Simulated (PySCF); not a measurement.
# Distorted geometries of Pt3

Pt3 (triplet). PySCF 2.14.0, UKS r2SCAN, Pt def2-SVP with ECP60; non-relativistic Hamiltonian with scalar-relativistic core potentials where named; density fitting; no spin-orbit coupling. Relaxed geometry:

```xyz
3

Pt    1.4408    0.0000    0.0000
Pt   -0.7204    1.2478    0.0000
Pt   -0.7204   -1.2478    0.0000
```

Question: Order these distorted geometries by energy above the relaxed one, lowest first.
A.
```xyz
3

Pt    1.3395   -0.0786   -0.0131
Pt   -0.6778    1.3263    0.0203
Pt   -0.6617   -1.2477   -0.0072
```
B.
```xyz
3

Pt    1.4939   -0.1163    0.0068
Pt   -0.6743    1.1915   -0.0741
Pt   -0.8196   -1.0752    0.0672
```
C.
```xyz
3

Pt    1.4110   -0.0855    0.0339
Pt   -0.5671    1.2707    0.0047
Pt   -0.8439   -1.1852   -0.0385
```

Answer: C (0.05 eV), A (0.21 eV), B (0.31 eV).

Question: Which forces (eV/Å) act in the one that lies 0.21 eV up?

Answer: 
```
Pt   2.77  0.90 -0.01
Pt  -0.60  0.05 -0.01
Pt  -2.17 -0.95  0.01
```
Forces carry noise of the integration grid, about 0.01 to 0.03 eV/Å.

No frequency check is given that shows the relaxed geometry to be a minimum. Open shells may have lower solutions than the one found.
